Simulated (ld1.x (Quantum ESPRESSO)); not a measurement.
# praseodymium, TM: configuration errors across variants

ld1.x (Quantum ESPRESSO) 7.5 input, shortened:

```
&input
   title='Pr', zed=59., rel=2, dft='PBESOL', iswitch=3,
   config='[Xe] 4f2 5d1 6s2 6p0', rel_dist='average'
 /
 &inputp
   pseudotype=2, tm=.true., lloc=-2, rcloc=1.45,
   nlcc=.false.
 /
4
5S  1  0   2.00   0.00  1.70  1.70  0.0
5P  2  1   6.00   0.00  1.70  1.70  0.0
5D  3  2   1.00   0.00  2.40  2.40  0.0
4F  4  3   2.00   0.00  0.85  0.85  0.0
 &test
   configts(1)='4f2 5s2 5p6 5d1 6s2 6p0'
 /
```

Open shells are filled in proportion to 2j + 1 (rel_dist='average').

Occupied shells without a wave of their own: 6s. They enter only through the test configuration that unscreens the potential.

All-electron excitation energies from the reference (eV): (1) 4f3 5s2 5p6 5d0 6s2 6p0 -1.118; (2) 4f3 5s2 5p6 5d0 6s1 6p0 4.624; (3) 4f3 5s2 5p6 5d0 6s0 6p0 15.155; (4) 4f3 5s2 5p6 5d0.5 6s1.5 6p0 -0.361; (5) 4f1 5s2 5p6 5d0 6s0 6p0 75.714; (6) 4f3 5s2 5p6 5d1 6s0 6p0 5.517.

For the base: The 6s level has no wave, so the channel is fitted at the deeper level alone: the likely source of the large errors.

Tests that are not counted but printed errors over 1 eV. “base”: 4f3 5s2 5p6 5d0 6s0 6p2 (an occupied level unbound or not found, printed error -9.2 eV). “wave 5p (bound): rc 1.70 bohr becomes 5p (bound): rc 1.08 bohr”: 4f3 5s2 5p6 5d0 6s0 6p2 (solver errors, printed error -1126 eV). “wave 5p (bound): rc 1.70 bohr becomes 5p (bound): rc 1.58 bohr”: 4f3 5s2 5p6 5d0 6s0 6p2 (an occupied level unbound or not found, printed error -9.2 eV). “wave 5p (bound): rc 1.70 bohr becomes 5p (bound): rc 1.76 bohr”: 4f3 5s2 5p6 5d0 6s0 6p2 (solver errors, printed error -1232 eV). “wave 5p (bound): rc 1.70 bohr becomes 5p (bound): rc 1.88 bohr”: 4f3 5s2 5p6 5d0 6s0 6p2 (an occupied level unbound or not found, printed error -8.6 eV).

Errors AE − PS in meV (a dash: test not solved or not reliable):

| change | (1) | (2) | (3) | (4) | (5) | (6) | bound ghosts |
| --- | --- | --- | --- | --- | --- | --- | --- |
| base | -46 | -291 | -688 | -59 | -2183 | -311 | not determined |
| wave 5p (bound): rc 1.70 bohr becomes 5p (bound): rc 1.08 bohr | +121 | -123 | -532 | +103 | -1563 | -149 | not determined |
| wave 5p (bound): rc 1.70 bohr becomes 5p (bound): rc 1.32 bohr | -15 | -260 | -661 | -29 | -2059 | -282 | not determined |
| wave 5p (bound): rc 1.70 bohr becomes 5p (bound): rc 1.58 bohr | -46 | -291 | -688 | -59 | -2182 | -311 | not determined |
| wave 5p (bound): rc 1.70 bohr becomes 5p (bound): rc 1.76 bohr | -42 | -287 | -685 | -56 | -2169 | -308 | not determined |
| wave 5p (bound): rc 1.70 bohr becomes 5p (bound): rc 1.88 bohr | -36 | -281 | -680 | -50 | -2144 | -302 | not determined |
| wave 5p (bound): rc 1.70 bohr becomes 5p (bound): rc 2.08 bohr | -17 | -262 | -663 | -30 | -2064 | -283 | not determined |
| wave 5p (bound): rc 1.70 bohr becomes 5p (bound): rc 2.34 bohr | +16 | -230 | -635 | +2.2 | -1931 | -250 | not determined |

Question: Give the same row for: wave 5p (bound): rc 1.70 bohr becomes 5p (bound): rc 2.54 bohr.

Answer: +36, -210, -618, +23, -1849, -229; bound ghosts: not determined.
